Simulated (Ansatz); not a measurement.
`N#CC1=C(c2cccnc2)C2C=CC1C2` with charge +1. Total charge 1; doublet. Geometry r2SCAN-D4/def2-SVP, that of the neutral singlet; atoms count from 1.

Cartesian coordinates in Å:
```
N 2.6061 -0.8225 2.4145
C 1.5940 -0.8739 1.8296
C 0.3689 -0.9755 1.1433
C -0.0644 -0.2960 0.0369
C 0.6027 0.7177 -0.7618
C 1.9994 0.9226 -0.7315
C 2.5516 1.9273 -1.5183
C 1.7032 2.7029 -2.3185
N 0.3789 2.5306 -2.3626
C -0.1457 1.5661 -1.6101
C -1.5272 -0.7469 -0.1728
C -2.3339 -0.2150 1.0218
C -1.9031 -0.8712 2.1094
C -0.8103 -1.8439 1.6426
C -1.3910 -2.2289 0.2604
H 2.6396 0.2969 -0.1046
H 3.6301 2.1075 -1.5193
H 2.1133 3.4995 -2.9521
H -1.2368 1.4604 -1.6591
H -1.9403 -0.5489 -1.1699
H -3.0585 0.5999 0.9678
H -2.1950 -0.7177 3.1499
H -0.5305 -2.6455 2.3382
H -0.6881 -2.8044 -0.3625
H -2.3629 -2.7410 0.3285
```

(1) Estimate the Mulliken populations from the PBE0/def2-SVP orbitals of Ansatz.

(2) Where does the spin sit?

(3) And the Mayer bond orders between heavy atoms (over 0.3)?

Results:

(1) 
| atom | charge (e) | spin (α − β) |
| --- | --- | --- |
| N1 | 0.15 | 0.23 |
| C2 | -0.10 | -0.16 |
| C3 | -0.10 | 0.45 |
| C4 | 0.16 | 0.04 |
| C5 | -0.08 | 0.07 |
| C6 | 0.07 | 0.04 |
| C7 | -0.04 | -0.04 |
| C8 | 0.12 | 0.15 |
| N9 | -0.14 | -0.04 |
| C10 | 0.11 | 0.11 |
| C11 | -0.19 | -0.01 |
| C12 | 0.05 | 0.11 |
| C13 | 0.07 | 0.08 |
| C14 | -0.10 | -0.04 |
| C15 | 0.06 | 0.00 |
| H16 | 0.08 | 0.00 |
| H17 | 0.09 | 0.00 |
| H18 | 0.11 | -0.01 |
| H19 | 0.08 | -0.01 |
| H20 | 0.09 | 0.00 |
| H21 | 0.10 | -0.01 |
| H22 | 0.10 | 0.00 |
| H23 | 0.09 | 0.00 |
| H24 | 0.10 | 0.00 |
| H25 | 0.11 | 0.01 |
Mulliken values depend strongly on the basis.

(2) Summed by element: N 0.19, C 0.81, H -0.01, of 1 unpaired in all. Largest on single atoms: C3 0.45, N1 0.23, C2 -0.16.

(3) N1–C2 2.83 (1.17 Å); C2–C3 1.30 (1.41 Å); C3–C4 1.37 (1.37 Å); C3–C14 0.92 (1.55 Å); C4–C5 1.25 (1.45 Å); C4–C11 0.93 (1.54 Å); C5–C6 1.26 (1.41 Å); C5–C10 1.22 (1.41 Å); C6–C7 1.49 (1.39 Å); C7–C8 1.32 (1.40 Å); C8–N9 1.45 (1.34 Å); N9–C10 1.59 (1.33 Å); C11–C12 0.92 (1.54 Å); C11–C15 0.96 (1.55 Å); C12–C13 1.69 (1.34 Å); C13–C14 0.94 (1.54 Å); C14–C15 0.95 (1.55 Å).
